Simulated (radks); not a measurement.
Values are calculated unless marked as measured or tabulated.
Ru+, 43 electrons, occupied as [Ar] 3d10 4s2 4p5 4d7 5d1 (not the ground configuration). Level of theory: Dirac Kohn-Sham, PBE, spin-unpolarised, spherical densities, point nucleus; open shells are shared between the two j in proportion to 2j + 1 (a radial shooting solver on a logarithmic mesh with Libxc functionals).

Normalised radial functions P(r) = r R(r) (large component), r in bohr:

| r | 4d3/2 |
|---|---|
| 0.006262 | 0.0002 |
| 0.00729 | 0.0003 |
| 0.008487 | 0.0005 |
| 0.00996 | 0.0007 |
| 0.01159 | 0.0011 |
| 0.0135 | 0.0016 |
| 0.01584 | 0.0024 |
| 0.01844 | 0.0037 |
| 0.02147 | 0.0055 |
| 0.02519 | 0.0083 |
| 0.02933 | 0.0122 |
| 0.03414 | 0.0178 |
| 0.04007 | 0.0262 |
| 0.04664 | 0.0375 |
| 0.0543 | 0.0530 |
| 0.06372 | 0.0750 |
| 0.07418 | 0.1025 |
| 0.08636 | 0.1373 |
| 0.1013 | 0.1822 |
| 0.118 | 0.2319 |
| 0.1374 | 0.2861 |
| 0.1612 | 0.3432 |
| 0.1876 | 0.3905 |
| 0.2184 | 0.4218 |
| 0.2563 | 0.4263 |
| 0.2984 | 0.3928 |
| 0.3474 | 0.3150 |
| 0.4077 | 0.1824 |
| 0.4746 | 0.0134 |
| 0.5525 | -0.1849 |
| 0.6484 | -0.4036 |
| 0.7549 | -0.5965 |
| 0.8788 | -0.7504 |
| 1.031 | -0.8488 |
| 1.201 | -0.8728 |
| 1.398 | -0.8330 |
| 1.64 | -0.7375 |
| 1.909 | -0.6147 |
| 2.223 | -0.4799 |
| 2.609 | -0.3430 |
| 3.037 | -0.2305 |
| 3.535 | -0.1418 |
| 4.149 | -0.0764 |
| 4.83 | -0.0382 |
| 5.623 | -0.0168 |
| 6.598 | -0.0060 |
| 7.681 | -0.0018 |
| 8.942 | -0.0005 |
| 10.49 | -0.0001 |
| 12.22 | 0.0000 |
| 14.22 | 0.0000 |
| 16.69 | 0.0000 |
| 19.43 | 0.0000 |

4d3/2: eigenvalue -20.348 eV, 1 radial node at r = 0.480 bohr, <r> = 1.49 bohr, 90 % of the charge inside 2.35 bohr.
